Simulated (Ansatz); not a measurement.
## Nudged elastic band run: C2H10OSi2

Input:

```yaml
crystal:
  periodic: [false, false, false]
  atoms:
    - { symbol: Si, position_ang: [-0.279927, -0.033024, -0.285129] }
    - { symbol: Si, position_ang: [1.660706, -1.21626, -0.075953] }
    - { symbol: O, position_ang: [-1.142407, -0.358172, -1.758258] }
    - { symbol: H, position_ang: [-0.483524, -0.026438, -2.484098] }
    - { symbol: C, position_ang: [0.111319, 1.818996, -0.138536] }
    - { symbol: C, position_ang: [-1.505442, -0.511135, 1.066646] }
    - { symbol: H, position_ang: [2.56398, -0.969137, -1.191566] }
    - { symbol: H, position_ang: [2.373041, -0.85234, 1.141268] }
    - { symbol: H, position_ang: [1.420544, -2.651202, -0.027404] }
    - { symbol: H, position_ang: [-0.805503, 2.4272, -0.21791] }
    - { symbol: H, position_ang: [0.807356, 2.158833, -0.924245] }
    - { symbol: H, position_ang: [0.577449, 2.04446, 0.835726] }
    - { symbol: H, position_ang: [-2.44486, 0.059343, 0.968706] }
    - { symbol: H, position_ang: [-1.75969, -1.583796, 1.020837] }
    - { symbol: H, position_ang: [-1.093141, -0.307326, 2.069815] }
basis:
  gaussian: { orbitals: STO-3G }
hamiltonian:
  xc: pbe
neb:
  order_check: false
  images: 9
  f_tol: 0.03
  max_iterations: 53
  final_atoms:
    - { symbol: Si, position_ang: [-1.17181853, 0.55154179, -0.55620126] }
    - { symbol: Si, position_ang: [2.09718268, -1.67478918, -0.46592349] }
    - { symbol: O, position_ang: [-1.50776007, 0.09405195, -2.02793115] }
    - { symbol: H, position_ang: [0.86872794, -0.88641962, -0.56299638] }
    - { symbol: C, position_ang: [-0.15109098, 2.08465669, -0.10688367] }
    - { symbol: C, position_ang: [-1.84651024, -0.27302558, 1.01208295] }
    - { symbol: H, position_ang: [2.92556719, -1.41636562, -1.63093506] }
    - { symbol: H, position_ang: [2.81142537, -1.28915501, 0.73949345] }
    - { symbol: H, position_ang: [1.75666618, -3.08567111, -0.40280203] }
    - { symbol: H, position_ang: [-0.79278509, 2.87106162, 0.32820423] }
    - { symbol: H, position_ang: [0.34821066, 2.50819839, -0.99409003] }
    - { symbol: H, position_ang: [0.6244745, 1.8404893, 0.63948231] }
    - { symbol: H, position_ang: [-2.41071674, -1.19030002, 0.77115302] }
    - { symbol: H, position_ang: [-1.02786506, -0.54519615, 1.70210374] }
    - { symbol: H, position_ang: [-2.52380682, 0.41092455, 1.55514236] }
  initial_path:
    images:
      - { positions_ang: [[-0.279927, -0.033024, -0.285129], [1.660706, -1.21626, -0.075953], [-1.142407, -0.358172, -1.758258], [-0.483524, -0.026438, -2.484098], [0.111319, 1.818996, -0.138536], [-1.505442, -0.511135, 1.066646], [2.56398, -0.969137, -1.191566], [2.373041, -0.85234, 1.141268], [1.420544, -2.651202, -0.027404], [-0.805503, 2.4272, -0.21791], [0.807356, 2.158833, -0.924245], [0.577449, 2.04446, 0.835726], [-2.44486, 0.059343, 0.968706], [-1.75969, -1.583796, 1.020837], [-1.093141, -0.307326, 2.069815]] }
      - { positions_ang: [[-0.30013795, 0.01152679, -0.26316452], [1.66428565, -1.24504907, -0.15038157], [-1.0586888, -0.34045687, -1.7490187], [-0.31970834, -0.21321278, -2.32764538], [0.08658861, 1.86366704, -0.10210543], [-1.53913166, -0.4800902, 1.07562971], [2.54971807, -1.00549884, -1.28566919], [2.4236368, -0.92393333, 1.04366912], [1.40095441, -2.67812066, -0.11517107], [-0.82701435, 2.4689875, -0.19390802], [0.78932167, 2.20339602, -0.87658228], [0.53713317, 2.08911329, 0.87485207], [-2.484642, -0.04757056, 0.90190919], [-1.69056516, -1.52954487, 1.12789358], [-1.23184913, -0.17321145, 2.03959149]] }
      - { positions_ang: [[-0.3203489, 0.05607758, -0.24120004], [1.66786529, -1.27383814, -0.22481015], [-0.97497061, -0.32274173, -1.73977941], [-0.15589268, -0.39998757, -2.17119275], [0.06185823, 1.90833807, -0.06567486], [-1.57282131, -0.4490454, 1.08461342], [2.53545614, -1.04186068, -1.37977237], [2.47423261, -0.99552665, 0.94607024], [1.38136481, -2.70503932, -0.20293814], [-0.8485257, 2.510775, -0.16990604], [0.77128734, 2.24795904, -0.82891955], [0.49681734, 2.13376657, 0.91397813], [-2.524424, -0.15448412, 0.83511239], [-1.62144032, -1.47529374, 1.23495016], [-1.37055725, -0.03909689, 2.00936797]] }
      - { positions_ang: [[-0.34055985, 0.10062836, -0.21923556], [1.67144494, -1.30262721, -0.29923872], [-0.89125241, -0.3050266, -1.73054011], [0.00792299, -0.58676235, -2.01474013], [0.03712784, 1.95300911, -0.02924429], [-1.60651097, -0.41800061, 1.09359713], [2.52119421, -1.07822252, -1.47387556], [2.52482841, -1.06711998, 0.84847136], [1.36177522, -2.73195798, -0.29070521], [-0.87003705, 2.5525625, -0.14590406], [0.75325302, 2.29252205, -0.78125683], [0.45650152, 2.17841986, 0.9531042], [-2.564206, -0.26139768, 0.76831558], [-1.55231547, -1.4210426, 1.34200674], [-1.50926538, 0.09501766, 1.97914446]] }
      - { positions_ang: [[-0.3607708, 0.14517915, -0.19727108], [1.67502458, -1.33141628, -0.37366729], [-0.80753421, -0.28731147, -1.72130081], [0.17173865, -0.77353714, -1.8582875], [0.01239746, 1.99768014, 0.00718628], [-1.64020062, -0.38695581, 1.10258084], [2.50693227, -1.11458436, -1.56797875], [2.57542421, -1.13871331, 0.75087248], [1.34218563, -2.75887665, -0.37847228], [-0.8915484, 2.59435, -0.12190208], [0.73521869, 2.33708507, -0.73359411], [0.41618569, 2.22307314, 0.99223026], [-2.603988, -0.36831124, 0.70151878], [-1.48319063, -1.36679147, 1.44906332], [-1.6479735, 0.22913221, 1.94892095]] }
      - { positions_ang: [[-0.38098176, 0.18972994, -0.1753066], [1.67860423, -1.36020535, -0.44809586], [-0.72381602, -0.26959634, -1.71206151], [0.33555431, -0.96031192, -1.70183488], [-0.01233293, 2.04235118, 0.04361685], [-1.67389028, -0.35591101, 1.11156455], [2.49267034, -1.1509462, -1.66208193], [2.62602002, -1.21030664, 0.6532736], [1.32259603, -2.78579531, -0.46623935], [-0.91305975, 2.6361375, -0.0979001], [0.71718436, 2.38164809, -0.68593138], [0.37586986, 2.26772643, 1.03135633], [-2.64377, -0.4752248, 0.63472197], [-1.41406579, -1.31254034, 1.5561199], [-1.78668163, 0.36324677, 1.91869744]] }
      - { positions_ang: [[-0.53914911, 0.26209231, -0.25148553], [1.76231992, -1.42312212, -0.45166139], [-0.88060483, -0.19686668, -1.77523544], [0.44218904, -0.94553346, -1.47406718], [-0.04008454, 2.05081228, 0.01351674], [-1.70841427, -0.33933393, 1.09166823], [2.57924971, -1.20403008, -1.65585256], [2.66310109, -1.22607631, 0.67051757], [1.40941006, -2.84577047, -0.45355188], [-0.88900482, 2.68312232, -0.01267923], [0.64338962, 2.40695815, -0.74756311], [0.42559079, 2.182279, 0.95298153], [-2.59715935, -0.61823984, 0.66200818], [-1.33682564, -1.1590715, 1.58531667], [-1.93410667, 0.37278232, 1.84598642]] }
      - { positions_ang: [[-0.69731647, 0.33445468, -0.32766446], [1.84603561, -1.48603888, -0.45522692], [-1.03739364, -0.12413702, -1.83840937], [0.54882376, -0.930755, -1.24629948], [-0.06783615, 2.05927338, -0.01658336], [-1.74293826, -0.32275684, 1.07177191], [2.66582908, -1.25711397, -1.64962318], [2.70018216, -1.24184598, 0.68776154], [1.49622409, -2.90574563, -0.44086442], [-0.86494989, 2.73010715, 0.07254163], [0.56959488, 2.43226821, -0.80919484], [0.47531171, 2.09683158, 0.87460672], [-2.5505487, -0.76125489, 0.68929439], [-1.2595855, -1.00560267, 1.61451343], [-2.0815317, 0.38231788, 1.77327541]] }
      - { positions_ang: [[-0.85548382, 0.40681705, -0.40384339], [1.9297513, -1.54895565, -0.45879244], [-1.19418245, -0.05140736, -1.9015833], [0.65545849, -0.91597654, -1.01853178], [-0.09558776, 2.06773448, -0.04668346], [-1.77746225, -0.30617975, 1.05187559], [2.75240845, -1.31019785, -1.64339381], [2.73726323, -1.25761566, 0.70500551], [1.58303812, -2.96572079, -0.42817696], [-0.84089495, 2.77709197, 0.1577625], [0.49580014, 2.45757827, -0.87082657], [0.52503264, 2.01138415, 0.79623192], [-2.50393804, -0.90426993, 0.7165806], [-1.18234535, -0.85213383, 1.6437102], [-2.22895674, 0.39185343, 1.70056439]] }
      - { positions_ang: [[-1.01365118, 0.47917942, -0.48002232], [2.01346699, -1.61187241, -0.46235797], [-1.35097126, 0.02132229, -1.96475723], [0.76209322, -0.90119808, -0.79076408], [-0.12333937, 2.07619559, -0.07678357], [-1.81198624, -0.28960266, 1.03197927], [2.83898782, -1.36328174, -1.63716443], [2.7743443, -1.27338533, 0.72224948], [1.66985215, -3.02569595, -0.41548949], [-0.81684002, 2.8240768, 0.24298337], [0.4220054, 2.48288833, -0.9324583], [0.57475357, 1.92593672, 0.71785712], [-2.45732739, -1.04728498, 0.74386681], [-1.1051052, -0.69866499, 1.67290697], [-2.37638178, 0.40138899, 1.62785338]] }
      - { positions_ang: [[-1.17181853, 0.55154179, -0.55620126], [2.09718268, -1.67478918, -0.46592349], [-1.50776007, 0.09405195, -2.02793115], [0.86872794, -0.88641962, -0.56299638], [-0.15109098, 2.08465669, -0.10688367], [-1.84651024, -0.27302558, 1.01208295], [2.92556719, -1.41636562, -1.63093506], [2.81142537, -1.28915501, 0.73949345], [1.75666618, -3.08567111, -0.40280203], [-0.79278509, 2.87106162, 0.32820423], [0.34821066, 2.50819839, -0.99409003], [0.6244745, 1.8404893, 0.63948231], [-2.41071674, -1.19030002, 0.77115302], [-1.02786506, -0.54519615, 1.70210374], [-2.52380682, 0.41092455, 1.55514236]] }
```

Run as:

```bash
$ ansatz run input.yaml --threads 1 --pin off --max-ram 2048MiB --backend cpu --events-out ev --progress --plain --runs-dir out
```

Output, in part (warnings, iteration lines, the closing report on the highest movable image, with atoms numbered from 0):

```
NEB end point (image 0): max|allowed force component| = 2.150e-2 eV/Å (the criterion of neb.relax_end_points is 1.000e-2)
NEB end point (image 10): max|allowed force component| = 3.005e-2 eV/Å (the criterion of neb.relax_end_points is 1.000e-2)
NEB iter   1: max|band force component| = 5.731e0 eV/Å  barrier→ = 5.6543 eV  barrier← = 3.3342 eV  Δτ_max = 0.2000 Å  (296 SCF iters)
NEB iter   2: max|band force component| = 2.187e0 eV/Å  barrier→ = 4.1444 eV  barrier← = 1.8243 eV  Δτ_max = 0.1967 Å  (235 SCF iters)
NEB iter   3: max|band force component| = 3.163e0 eV/Å  barrier→ = 3.6624 eV  barrier← = 1.3423 eV  Δτ_max = 0.1013 Å  (224 SCF iters)
NEB iter   4: max|band force component| = 7.381e-1 eV/Å  barrier→ = 3.7523 eV  barrier← = 1.4322 eV  Δτ_max = 0.2000 Å  (226 SCF iters)
NEB iter   5: max|band force component| = 5.054e-1 eV/Å  barrier→ = 4.0480 eV  barrier← = 1.7279 eV  Δτ_max = 0.2000 Å  (227 SCF iters)
NEB iter   6: max|band force component| = 6.978e-1 eV/Å  barrier→ = 4.4455 eV  barrier← = 2.1254 eV  Δτ_max = 0.1005 Å  (235 SCF iters)
NEB iter   7: max|band force component| = 9.169e-1 eV/Å  barrier→ = 4.4863 eV  barrier← = 2.1662 eV  Δτ_max = 0.0501 Å  (227 SCF iters)
NEB iter   8: max|band force component| = 1.001e0 eV/Å  barrier→ = 4.3575 eV  barrier← = 2.0374 eV  Δτ_max = 0.0501 Å  (233 SCF iters)
NEB iter   9: max|band force component| = 1.519e0 eV/Å  barrier→ = 4.1824 eV  barrier← = 1.8624 eV  Δτ_max = 0.1000 Å  (227 SCF iters)
NEB iter  10: max|band force component| = 2.041e0 eV/Å  barrier→ = 3.9620 eV  barrier← = 1.6419 eV  Δτ_max = 0.0999 Å  (225 SCF iters)
NEB iter  11: max|band force component| = 2.152e0 eV/Å  barrier→ = 3.7019 eV  barrier← = 1.3818 eV  Δτ_max = 0.1009 Å  (222 SCF iters)
NEB iter  12: max|band force component| = 8.453e-1 eV/Å  barrier→ = 3.3798 eV  barrier← = 1.0598 eV  Δτ_max = 0.1988 Å  (200 SCF iters)
NEB iter  13: max|band force component| = 1.036e0 eV/Å  barrier→ = 3.0683 eV  barrier← = 0.7482 eV  Δτ_max = 0.1013 Å  (227 SCF iters)
NEB iter  14: max|band force component| = 1.433e0 eV/Å  barrier→ = 2.9584 eV  barrier← = 0.6383 eV  Δτ_max = 0.0501 Å  (214 SCF iters)
NEB iter  15: max|band force component| = 2.154e0 eV/Å  barrier→ = 2.9280 eV  barrier← = 0.6079 eV  CI = image 5  Δτ_max = 0.1007 Å  (215 SCF iters)
NEB iter  16: max|band force component| = 5.962e-1 eV/Å  barrier→ = 2.7955 eV  barrier← = 0.4754 eV  CI = image 6  Δτ_max = 0.2000 Å  (212 SCF iters)
NEB iter  17: max|band force component| = 1.696e0 eV/Å  barrier→ = 2.9051 eV  barrier← = 0.5850 eV  CI = image 5  Δτ_max = 0.1010 Å  (218 SCF iters)
NEB iter  18: max|band force component| = 6.396e-1 eV/Å  barrier→ = 2.8198 eV  barrier← = 0.4997 eV  CI = image 6  Δτ_max = 0.1993 Å  (216 SCF iters)
NEB iter  19: max|band force component| = 1.805e0 eV/Å  barrier→ = 2.9821 eV  barrier← = 0.6620 eV  CI = image 5  Δτ_max = 0.2000 Å  (220 SCF iters)
NEB iter  20: max|band force component| = 1.379e0 eV/Å  barrier→ = 2.8747 eV  barrier← = 0.5546 eV  CI = image 6  Δτ_max = 0.1991 Å  (218 SCF iters)
NEB iter  21: max|band force component| = 1.656e0 eV/Å  barrier→ = 2.7301 eV  barrier← = 0.4100 eV  CI = image 5  Δτ_max = 0.2000 Å  (220 SCF iters)
NEB iter  22: max|band force component| = 2.351e0 eV/Å  barrier→ = 2.8545 eV  barrier← = 0.5344 eV  CI = image 6  Δτ_max = 0.1987 Å  (209 SCF iters)
NEB iter  23: max|band force component| = 6.353e-1 eV/Å  barrier→ = 2.7269 eV  barrier← = 0.4068 eV  CI = image 6  Δτ_max = 0.1987 Å  (220 SCF iters)
NEB iter  24: max|band force component| = 1.344e0 eV/Å  barrier→ = 2.7820 eV  barrier← = 0.4619 eV  CI = image 5  Δτ_max = 0.2000 Å  (217 SCF iters)
NEB iter  25: max|band force component| = 1.125e0 eV/Å  barrier→ = 2.8704 eV  barrier← = 0.5503 eV  CI = image 6  Δτ_max = 0.1996 Å  (224 SCF iters)
NEB iter  26: max|band force component| = 1.448e0 eV/Å  barrier→ = 3.0307 eV  barrier← = 0.7106 eV  CI = image 6  Δτ_max = 0.1971 Å  (221 SCF iters)
NEB iter  27: max|band force component| = 1.604e0 eV/Å  barrier→ = 2.9986 eV  barrier← = 0.6785 eV  CI = image 6  Δτ_max = 0.2000 Å  (219 SCF iters)
NEB iter  28: max|band force component| = 2.069e0 eV/Å  barrier→ = 3.3568 eV  barrier← = 1.0367 eV  CI = image 6  Δτ_max = 0.1970 Å  (222 SCF iters)
NEB iter  29: max|band force component| = 2.283e0 eV/Å  barrier→ = 3.4825 eV  barrier← = 1.1624 eV  CI = image 6  Δτ_max = 0.1968 Å  (220 SCF iters)
NEB iter  30: max|band force component| = 2.431e0 eV/Å  barrier→ = 3.5962 eV  barrier← = 1.2762 eV  CI = image 6  Δτ_max = 0.2000 Å  (224 SCF iters)
NEB iter  31: max|band force component| = 2.501e0 eV/Å  barrier→ = 3.7273 eV  barrier← = 1.4073 eV  CI = image 6  Δτ_max = 0.2000 Å  (225 SCF iters)
NEB iter  32: max|band force component| = 2.630e0 eV/Å  barrier→ = 3.8318 eV  barrier← = 1.5117 eV  CI = image 6  Δτ_max = 0.2000 Å  (224 SCF iters)
NEB iter  33: max|band force component| = 2.144e0 eV/Å  barrier→ = 4.0102 eV  barrier← = 1.6901 eV  CI = image 6  Δτ_max = 0.2000 Å  (218 SCF iters)
NEB iter  34: max|band force component| = 1.099e0 eV/Å  barrier→ = 4.0261 eV  barrier← = 1.7060 eV  CI = image 6  Δτ_max = 0.1986 Å  (223 SCF iters)
NEB iter  35: max|band force component| = 6.274e-1 eV/Å  barrier→ = 3.9357 eV  barrier← = 1.6156 eV  CI = image 6  Δτ_max = 0.2000 Å  (220 SCF iters)
NEB iter  36: max|band force component| = 6.366e-1 eV/Å  barrier→ = 3.9034 eV  barrier← = 1.5833 eV  CI = image 6  Δτ_max = 0.0998 Å  (222 SCF iters)
NEB iter  37: max|band force component| = 4.221e-1 eV/Å  barrier→ = 3.8875 eV  barrier← = 1.5674 eV  CI = image 6  Δτ_max = 0.2000 Å  (221 SCF iters)
NEB iter  38: max|band force component| = 3.278e-1 eV/Å  barrier→ = 3.8619 eV  barrier← = 1.5418 eV  CI = image 6  Δτ_max = 0.1982 Å  (226 SCF iters)
NEB iter  39: max|band force component| = 2.337e-1 eV/Å  barrier→ = 3.8430 eV  barrier← = 1.5229 eV  CI = image 6  Δτ_max = 0.1235 Å  (223 SCF iters)
NEB iter  40: max|band force component| = 1.574e-1 eV/Å  barrier→ = 3.8379 eV  barrier← = 1.5178 eV  CI = image 6  Δτ_max = 0.0534 Å  (217 SCF iters)
NEB iter  41: max|band force component| = 1.190e-1 eV/Å  barrier→ = 3.8359 eV  barrier← = 1.5158 eV  CI = image 6  Δτ_max = 0.0457 Å  (208 SCF iters)
NEB iter  42: max|band force component| = 7.246e-2 eV/Å  barrier→ = 3.8353 eV  barrier← = 1.5152 eV  CI = image 6  Δτ_max = 0.0596 Å  (195 SCF iters)
NEB iter  43: max|band force component| = 2.629e-2 eV/Å  barrier→ = 3.8349 eV  barrier← = 1.5148 eV  CI = image 6  Δτ_max = 0.0000 Å  (443 SCF iters)
Total energy: -19785.80757442 eV, -727.1150170578 hartree
Atom 0 at    -0.716168    -0.117300     0.044105 Å, force    -0.000943     0.011585     0.014262 eV/Å
Atom 1 at     1.835453    -1.094356    -1.067827 Å, force    -0.005635     0.013614    -0.003011 eV/Å
Atom 2 at    -1.095054    -1.102974    -1.234595 Å, force    -0.017320    -0.018313    -0.025848 eV/Å
Atom 3 at     0.111744    -1.108187    -1.511082 Å, force     0.015421    -0.010213     0.005346 eV/Å
Atom 4 at     0.307764     1.465409     0.190094 Å, force     0.007969     0.010018     0.011122 eV/Å
Atom 5 at    -2.125765    -0.011411     1.290496 Å, force     0.007427     0.003602     0.000808 eV/Å
Atom 6 at     2.611542    -0.039528    -1.723173 Å, force    -0.001540    -0.005940     0.002553 eV/Å
Atom 7 at     2.400973    -1.099414     0.286466 Å, force     0.004912    -0.000984    -0.003243 eV/Å
Atom 8 at     2.388099    -2.331922    -1.623701 Å, force    -0.006378     0.004921     0.004650 eV/Å
Atom 9 at     0.834580     1.696418    -0.750268 Å, force     0.003369    -0.001654    -0.003535 eV/Å
Atom 10 at     1.065536     1.372788     0.987865 Å, force    -0.000001     0.000337    -0.004186 eV/Å
Atom 11 at    -0.357660     2.309249     0.449500 Å, force    -0.003512    -0.004208    -0.000630 eV/Å
Atom 12 at    -2.769605    -0.905344     1.255304 Å, force    -0.000225     0.003337    -0.002306 eV/Å
Atom 13 at    -1.736005     0.092241     2.318001 Å, force    -0.006260    -0.003873     0.000643 eV/Å
Atom 14 at    -2.755531     0.874334     1.088713 Å, force     0.002716    -0.002227     0.003376 eV/Å
Dipole moment:    -0.554119     0.443306     0.423778 e Å
```

It converged. The profile has 4 maxima (images 1, 3, 6, 9) with wells between them (images 2, 4, 8): this band takes more than one step, which may be the mechanism or a detour left from its start path. A structure lower than the last end lies on the path between it and the top, so the climb from that side starts below the end, which may itself be a saddle point or a shallow side well. Neighbouring images differ by up to 3.2 eV, so the band resolves the path poorly. A vibrational analysis at the climbing image gives one clearly imaginary mode, 1445i cm⁻¹: a first-order saddle point. The orbitals stay closed-shell, which can raise the energy where a bond breaks towards radicals; this wasn't checked here. Limits of this set-up: minimal basis.

Final band (atoms are numbered from 1 in the order of the input):

| image | path coordinate (Å) | energy (kJ/mol) | Si1–Si2 (Å) | O3–H4 (Å) | Si2–H4 (Å) |
| --- | --- | --- | --- | --- | --- |
| 0 | 0.00 | 0.0 | 2.28 | 1.03 | 3.44 |
| 1 | 1.77 | 2.8 | 2.28 | 1.04 | 3.44 |
| 2 | 3.54 | 0.1 | 2.28 | 1.04 | 3.44 |
| 3 | 5.31 | 3.7 | 2.28 | 1.04 | 3.44 |
| 4 | 7.08 | 3.0 | 2.28 | 1.03 | 3.26 |
| 5 | 8.85 | 65.0 | 2.33 | 1.03 | 2.68 |
| 6 | 10.62 | 370.0 | 2.95 | 1.24 | 1.78 |
| 7 | 13.08 | 221.5 | 4.17 | 1.91 | 1.48 |
| 8 | 15.54 | 220.1 | 4.40 | 1.91 | 1.48 |
| 9 | 17.99 | 226.2 | 4.39 | 2.95 | 1.46 |
| 10 | 20.45 | 223.9 | 3.96 | 2.96 | 1.46 |

Time of the run: 22 min on 1 thread of Intel(R) Xeon(R) Platinum 8488C (Sapphire Rapids), on a shared host, peak memory 0.12 GiB.
